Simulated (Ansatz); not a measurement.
Input file for Ansatz (a quantum-chemistry and plane-wave program): U-SVWN5/def2-TZVPP on O2 (SMILES O=O).

Ansatz 0.2 input:
```yaml
crystal:
  periodic: [false, false, false]
  atoms:
    - {symbol: O, position_ang: [0.00000000, -0.00000000, 0.60215214]}
    - {symbol: O, position_ang: [-0.00000000, 0.00000000, -0.60215214]}
basis:
  gaussian:
    orbitals: def2-TZVPP
hamiltonian:
  xc: {name: SVWN5}
magnetization: {spin_polarized: true, initial_magnetization: 2}
```

The log:

```
WARN ansatz: RAYON_NUM_THREADS=4 ignored (pool sized by the plan → 4); use --threads N
Functional definition: SVWN5
integrals: 0.01 GiB planned
302 factors; their error is unknown
mean field: 0.13 GiB planned
mean field evaluation 1: about -4062.8564 eV, gradient 1.5e1 eV
mean field evaluation 2: about -4062.9126 eV, gradient 1.4e1 eV
mean field evaluation 4: about -4063.4783 eV, gradient 2.5e-1 eV
mean field evaluation 8: about -4063.4754 eV, gradient 3.0e-3 eV
mean field -4063.47544353 eV, -149.3299682270 hartree, gradient 3.8e-5 eV, S^2 2.003586; 0 other end points of the search recorded, 0 dependent functions left out
reference -4063.47545784 eV, -149.3299687529 hartree; 9, 7 occupied and 53, 55 virtual orbitals, 302 factors
Total energy: -4063.47545784 eV, -149.3299687529 hartree
```

The calculation finished and met its thresholds.

Cost: roughly 0.5 core-seconds.
